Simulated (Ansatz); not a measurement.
Ga7P7H20⁻, a nanocrystal cut from zinc blende GaP (hydrogen-capped), relaxed as a doublet with UKS PBE-D4/def2-SVP in Ansatz, starting from the PBE-D4/def2-SVP geometry of the neutral singlet. Force threshold 0.03 eV/Å.

Single mean-field runs in def2-SVP are fitted with def2-universal-jkfit.

Start:

```xyz
34

Ga    2.8973   -1.2860   -2.0168
Ga   -2.2451   -0.9642    2.9457
Ga   -0.8494   -1.9579   -0.9449
Ga    1.7053   -0.1707    1.5880
Ga    2.4253    2.6543   -1.0867
Ga   -1.3157    1.9267   -0.0288
Ga   -0.1714    0.8435   -3.6555
P     0.1004   -0.7767    3.3491
P     1.3586   -1.7363   -0.1430
P     1.9980    0.8577   -2.6234
P    -2.2272   -2.4042    1.0417
P    -2.6517    1.1307    1.8753
P    -1.4530    0.2132   -1.6455
P     0.9251    1.8753    0.7088
H     2.5431   -2.3810   -3.1019
H     4.3209   -1.1365   -1.3440
H    -3.1672   -1.3604    4.1554
H    -1.1488   -3.1485   -1.9298
H     3.1112   -0.1687    2.2955
H     3.8793    2.5460   -0.4735
H     1.7789    4.0053   -1.5952
H    -1.9257    3.3285   -0.4025
H    -0.3282   -0.3863   -4.6376
H    -0.6501    2.3124   -3.9949
H     0.4884   -1.9946    3.9943
H     0.2374    0.0899    4.4805
H     1.6897   -3.0109    0.4220
H     2.8389    1.2194   -3.7280
H    -1.9849   -3.7224    1.5452
H    -3.5990   -2.5895    0.6757
H    -4.0475    1.1456    1.5565
H    -2.6846    2.1088    2.9203
H    -2.8398    0.1295   -1.9965
H     0.9915    2.8081    1.7945
```

(1) Estimate the energy that the relaxation releases and the steps that it takes.

(2) Does the start keep its bonding and symmetry?

(3) Predict the relaxed structure.

## Answers

(1) 23.2 kcal/mol, in 15 steps; 80 s on 2 threads of AMD EPYC 7R13 on a shared host and a share (18 GiB) of an NVIDIA H100 80GB HBM3. The force fell under the threshold at step 13, but the optimiser went on. No frequencies were taken in this run, so the end may be a saddle point.

(2) By distances, no bond broke or formed. The bond that changes most is Ga2–P12, from 2.39 to 2.53 Å (atoms count from 1). Point group C3v at the start, Cs at the end, both within 0.05 Å.

(3) 
```xyz
34

Ga    2.890   -1.259   -1.997
Ga   -2.528   -0.934    2.681
Ga   -0.844   -2.058   -0.845
Ga    1.634   -0.196    1.653
Ga    2.423    2.620   -1.083
Ga   -1.329    1.975    0.109
Ga   -0.331    0.779   -3.473
P    -0.129   -0.778    3.220
P     1.401   -1.738   -0.127
P     1.923    0.847   -2.622
P    -2.066   -2.833    1.078
P    -2.585    1.530    2.112
P    -1.483    0.159   -1.420
P     0.968    1.876    0.725
H     2.610   -2.375   -3.094
H     4.351   -1.061   -1.403
H    -3.239   -1.347    4.059
H    -0.988   -3.065   -2.058
H     3.023   -0.208    2.413
H     3.922    2.518   -0.563
H     1.839    4.008   -1.592
H    -1.755    3.353   -0.541
H    -0.492   -0.426   -4.498
H    -0.805    2.244   -3.870
H     0.289   -1.990    3.862
H     0.036    0.083    4.354
H     1.803   -2.993    0.439
H     2.684    1.214   -3.782
H    -1.662   -4.239    1.169
H    -3.363   -3.110    0.536
H    -3.939    1.721    1.682
H    -2.497    2.804    2.831
H    -2.873    0.072   -1.760
H     1.111    2.808    1.806
```
Bond lengths (bridged metal pairs left out): 18 × Ga–P 2.37 to 2.53 Å; 10 × H–P 1.43 to 1.47 Å; 10 × Ga–H 1.58 to 1.61 Å.
